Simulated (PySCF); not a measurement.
## Krypton: a sound run and one with changed settings

Sound run: Kr⁺ [Ar] 3d10 4s2 4p5, Kr²⁺ [Ar] 3d10 4s2 4p4. All numbers are calculated (PySCF 2.14, scalar relativity through the core potential, in cc-pVTZ-PP with ECP10MDF (5s4p3d1f, 39 functions)). In the sound run the correlated levels freeze 3s2 3p6 3d10 outside the core potential. The sound run starts from symmetry-adapted Hartree-Fock orbitals and uses a fine grid where one is needed.

A second run was set up differently.

```
species  method  sound run (hartree)  changed run (hartree)  converged
    Kr⁺     MP2           -461.85577             -461.95336        yes
   Kr²⁺     MP2           -460.97051             -461.06564        yes
```

Ionisation energy of Kr⁺:

```
 method  sound run (eV)  changed run (eV)
    UHF          23.269            23.269
    MP2          24.089            24.156
SCS-MP2          24.086            24.131
```

Task: What was changed?
A. minimal basis
B. a valence shell is frozen
C. level shift left on
D. all electrons correlated in a valence basis

Result: D. A valence basis has no tight correlating functions, so it recovers only part of the core correlation, and not evenly between atom and ion.
